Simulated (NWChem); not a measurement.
System: phosphoric acid (H3PO4); SMILES O=P(O)(O)O

```xyz
8

O      1.4282    -0.1440    -0.5880
P      0.0003    -0.0025     0.1301
O      0.0037    -0.0306     1.6054
O     -0.5817     1.3264    -0.5553
O     -0.8505    -1.1491    -0.6018
H      2.0001    -0.7483    -0.0976
H     -0.3507     2.1085    -0.0377
H     -1.6499    -1.3555    -0.1007
```
Atoms are numbered in this order, from 1.

Computed with NWChem. Geometry: optimised at PBE0/def2-SVP. Vertical excitations in the gas phase; the lowest state need not have the same character in each row.

**Question.** Order these by “lowest excitation, singlet (eV)”, lowest first: LDA (Slater exchange, VWN5)/def2-SVP, full TDDFT; LRC-wPBEh/def2-SVP, full TDDFT; B3LYP/def2-SVP, full TDDFT.

**Answer.** LDA (Slater exchange, VWN5)/def2-SVP, full TDDFT (6.78), B3LYP/def2-SVP, full TDDFT (7.50), LRC-wPBEh/def2-SVP, full TDDFT (8.26)
